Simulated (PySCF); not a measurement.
Isomers of C5H6F3P, one GFN2-xTB conformer each. Single-point energies are computed at PBE0/pcSseg-1 (PySCF, gas phase, no added dispersion term), electronic only.

| SMILES | GFN2-xTB relative energy (kJ/mol) |
| --- | --- |
| CC1=C(C(F)(F)F)P1C | 24.5 |
| CC#CPCC(F)(F)F | 0.0 |

Conformers: `[CH3:1][C:2]#[C:3][PH:4][CH2:5][C:6]([F:7])([F:8])[F:9]` with C3–P4–C5–C6 -169°.

**Question.** What does PBE0/pcSseg-1 give for the same structures?

**Answer.** 
```tsv
SMILES	PBE0/pcSseg-1 E (Eh)	PBE0/pcSseg-1 (kJ/mol)	GFN2-xTB (kJ/mol)	point group
CC1=C(C(F)(F)F)P1C	-834.27488	0.0	24.5	C1
CC#CPCC(F)(F)F	-834.27215	7.2	0.0	C1
```

GFN2-xTB puts CC#CPCC(F)(F)F lowest instead. As drawn, the lower has a three-membered ring and a C=C bond outside aromatic rings, which the higher lacks; the higher has a C≡C bond, which the lower lacks. Neighbours under 10 kJ/mol apart (CC1=C(C(F)(F)F)P1C and CC#CPCC(F)(F)F) can change places with a better method, another conformer or zero-point energy.

**Question.** Which frontier levels, dipoles and rotational constants go with these structures?

**Answer.** 
```tsv
SMILES	HOMO (eV, PBE0/pcSseg-1)	LUMO (eV)	dipole (D)	A, B, C (MHz)
CC1=C(C(F)(F)F)P1C	-7.03	-0.84	3.24	1881, 991.1, 807.7
CC#CPCC(F)(F)F	-7.13	-0.14	3.70	3466, 538.5, 512.5
```
